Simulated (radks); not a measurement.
The numbers below are computed, except where a source is named.
C+, configuration [He] 2s2 2p1. Code: a radial shooting solver on a logarithmic mesh with Libxc functionals. Model: Dirac Kohn-Sham, PBE, spin-unpolarised, spherical densities, point nucleus; open shells are shared between the two j in proportion to 2j + 1; speed of light set to 205.554 atomic units (1.5 times the physical value, a model run).

Normalised radial functions P(r) = r R(r) (large component), r in bohr:

```
   r/bohr * 2s1/2, o 2p1/2 (the largest magnitude, 0.859, reaches the edge; | marks zero, & curves that meet)
  0.01269                             o *
   0.0155                             o  *
  0.01908                             o   *
  0.02349                             o   *
  0.02892                             o    *
  0.03533                             o     *
  0.04349                             o      *
  0.05355                             |o      *
  0.06593                             |o       *
  0.08118                             |o        *
  0.09915                             | o        *
   0.1221                             | o         *
   0.1503                             |  o        *
   0.1851                             |    o     *
    0.226                             |     o  *
   0.2783                             |     * o
   0.3426                             | *        o
   0.4218                          *  |             o
   0.5194                    *        |                o
   0.6344             *               |                   o
    0.781        *                    |                     o
   0.9616   *                         |                       o
    1.184  *                          |                        o
    1.446    *                        |                      o
     1.78        *                    |                   o
    2.192              *              |               o
    2.699                   *         |          o
    3.323                        *    |      o
    4.059                           * |   o
    4.997                            *|o
```

2s1/2: eigenvalue -25.751 eV, 1 radial node at r = 0.376 bohr, <r> = 1.46 bohr, 90 % of the charge inside 2.30 bohr. 2p1/2: eigenvalue -17.010 eV, 0 radial nodes, <r> = 1.50 bohr, 90 % of the charge inside 2.52 bohr.
